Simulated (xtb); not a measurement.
Cl3OTa (SMILES [O]=[Ta]([Cl])([Cl])[Cl]), singlet, from a rough starting geometry (GFN-xTB shapes and energies of metal compounds can be far from the true ones); GFN2-xTB (xtb).

Here is a job for xtb.
```
$ xtb mol.xyz --gfn 2 --opt vtight --json

# file mol.xyz
5

Ta     0.18704332     0.05271831    -0.11798506
O      1.27062903     0.68442775    -1.18696518
Cl     1.06268968    -0.94890229     1.58256877
Cl    -1.21315908    -1.46934615    -1.03413113
Cl    -1.24878240     1.59512570     0.72559877
```

Write the output that xtb gives for this input, abridged.


```
   ID    Z sym.   atoms
    1   73 Ta     1
    2    8 O      2
    3   17 Cl     3-5

           -------------------------------------------------
          |                Calculation Setup                |
           -------------------------------------------------

           -------------------------------------------------
          |                 G F N 2 - x T B                 |
           -------------------------------------------------

          ...................................................
          :                      SETUP                      :
          :.................................................:
          :  # basis functions                  44          :
          :  # atomic orbitals                  40          :
          :  # shells                           14          :
          :  # electrons                        32          :
          :  max. iterations                   250          :
          :  Hamiltonian                  GFN2-xTB          :
          :  restarted?                      false          :
          :  GBSA solvation                  false          :
          :  PC potential                    false          :
          :  electronic temp.          300.0000000     K    :
          :  accuracy                    1.0000000          :
          :  -> integral cutoff          0.2500000E+02      :
          :  -> integral neglect         0.1000000E-07      :
          :  -> SCF convergence          0.1000000E-05 Eh   :
          :  -> wf. convergence          0.1000000E-03 e    :
          :  Broyden damping             0.4000000          :
          :  net charge                          0          :
          :  unpaired electrons                  0          :
          ...................................................

 iter      E             dE          RMSdq      gap      omega  full diag
   1    -19.7381303 -0.197381E+02  0.734E+00    2.81       0.0  T
   2    -19.8308459 -0.927156E-01  0.875E+00    4.40       1.0  T
   3    -19.8987071 -0.678612E-01  0.603E+00    3.77       1.0  T
   4    -19.9062588 -0.755174E-02  0.184E+00    3.83       1.0  T
   5    -19.9087470 -0.248819E-02  0.979E-01    3.56       1.0  T
   6    -19.9092508 -0.503775E-03  0.422E-01    3.67       1.0  T
   7    -19.9093511 -0.100270E-03  0.144E-01    3.62       1.0  T
   8    -19.9093680 -0.169598E-04  0.722E-02    3.65       1.0  T
   9    -19.9093756 -0.754459E-05  0.263E-02    3.64       1.7  T
  10    -19.9093763 -0.780477E-06  0.685E-03    3.64       6.5  T
  11    -19.9093764 -0.318591E-07  0.133E-03    3.64      33.6  T
  12    -19.9093764 -0.129108E-08  0.999E-04    3.64      44.8  T
  13    -19.9093764 -0.161713E-08  0.110E-03    3.64      40.7  T
  14    -19.9093764 -0.426763E-09  0.260E-04    3.64     171.8  T

   *** convergence criteria satisfied after 14 iterations ***

         :::::::::::::::::::::::::::::::::::::::::::::::::::::
         ::                     SUMMARY                     ::
         :::::::::::::::::::::::::::::::::::::::::::::::::::::
         :: total energy             -19.862215806687 Eh    ::
         :: gradient norm              0.063845492460 Eh/a0 ::
         :: HOMO-LUMO gap              3.643281018086 eV    ::
         ::.................................................::
         :: SCC energy               -19.909373211978 Eh    ::
         :: -> isotropic ES            0.061733083339 Eh    ::
         :: -> anisotropic ES          0.003747236713 Eh    ::
         :: -> anisotropic XC         -0.002813056827 Eh    ::
         :: -> dispersion             -0.005528369519 Eh    ::
         :: repulsion energy           0.047157405291 Eh    ::
         :: add. restraining           0.000000000000 Eh    ::
         :: total charge               0.000000000000 e     ::
         :::::::::::::::::::::::::::::::::::::::::::::::::::::

      -----------------------------------------------------------
[...]
 * total energy  :   -19.8622158 Eh     change       -0.3338130E-10 Eh
 * total energy  :   -19.8650125 Eh     change       -0.2796701E-02 Eh
 * total energy  :   -19.8655429 Eh     change       -0.5304245E-03 Eh
 * total energy  :   -19.8655961 Eh     change       -0.5317070E-04 Eh
 * total energy  :   -19.8655999 Eh     change       -0.3786854E-05 Eh
 * total energy  :   -19.8656025 Eh     change       -0.2575009E-05 Eh
 * total energy  :   -19.8656026 Eh     change       -0.1088684E-06 Eh
 * total energy  :   -19.8656028 Eh     change       -0.2658268E-06 Eh
 * total energy  :   -19.8656028 Eh     change       -0.1009180E-07 Eh
   *** GEOMETRY OPTIMIZATION CONVERGED AFTER 9 ITERATIONS ***
         :: total energy             -19.865602849474 Eh    ::
[...]
         6        2.0000           -0.4910180             -13.3613
         7        2.0000           -0.4895133             -13.3203
         8        2.0000           -0.4895004             -13.3200
         9        2.0000           -0.4843310             -13.1793
        10        2.0000           -0.4843231             -13.1791
        11        2.0000           -0.4800538             -13.0629
        12        2.0000           -0.4800419             -13.0626
        13        2.0000           -0.4703246             -12.7982
        14        2.0000           -0.4593641             -12.4999
        15        2.0000           -0.4593617             -12.4999
        16        2.0000           -0.4537555             -12.3473 (HOMO)
        17                         -0.3163276              -8.6077 (LUMO)
        18                         -0.3163187              -8.6075
        19                         -0.2509924              -6.8298
        20                         -0.2315156              -6.2999
        21                         -0.2314948              -6.2993
        22                         -0.0595247              -1.6198
        23                         -0.0161494              -0.4394
        24                         -0.0160123              -0.4357
        25                         -0.0160068              -0.4356
        26                         -0.0148565              -0.4043
        27                         -0.0148521              -0.4041
       ...                                ...                  ...
        40                          0.9888042              26.9067
      -------------------------------------------------------------
                  HL-Gap            0.1374279 Eh            3.7396 eV
             Fermi-level           -0.3850415 Eh          -10.4775 eV

     #   Z          covCN         q      C6AA      α(0)
     1  73 Ta       2.988     1.016   275.862    36.169
     2   8 O        0.722    -0.484    23.507     6.497
     3  17 Cl       0.756    -0.177   104.512    15.638
     4  17 Cl       0.756    -0.177   104.510    15.638
     5  17 Cl       0.756    -0.177   104.510    15.638

 Mol. C6AA /au·bohr⁶  :       2671.287412
 Mol. C8AA /au·bohr⁸  :     191509.408405
 Mol. α(0) /au        :         89.579228

Wiberg/Mayer (AO) data.
largest (>0.10) Wiberg bond orders for each atom

 ---------------------------------------------------------------------------
     #   Z sym  total        # sym  WBO       # sym  WBO       # sym  WBO
 ---------------------------------------------------------------------------
     1  73 Ta   5.788 --     2 O    2.138     4 Cl   1.217     5 Cl   1.217
                             3 Cl   1.216
     2   8 O    2.366 --     1 Ta   2.138
     3  17 Cl   1.441 --     1 Ta   1.216
     4  17 Cl   1.441 --     1 Ta   1.217
     5  17 Cl   1.441 --     1 Ta   1.217
 ---------------------------------------------------------------------------

Topologies differ in total number of bonds
Writing topology from bond orders to xtbtopo.mol

molecular dipole:
                 x           y           z       tot (Debye)
 q only:       -0.451      -0.254       0.431
   full:       -1.029      -0.581       0.985       3.911
molecular quadrupole (traceless):
                xx          xy          yy          xz          yz          zz
 q only:       -0.524      -1.099       0.872       1.909       1.050      -0.348
  q+dip:       -0.925      -1.904       1.533       3.332       1.817      -0.608
   full:       -1.123      -2.345       1.866       4.078       2.239      -0.742

optimized geometry written to: xtbopt.xyz

           -------------------------------------------------
          | TOTAL ENERGY              -19.865602849474 Eh   |
          | GRADIENT NORM               0.000076712303 Eh/α |
          | HOMO-LUMO GAP               3.739603115068 eV   |
           -------------------------------------------------

normal termination of xtb
```
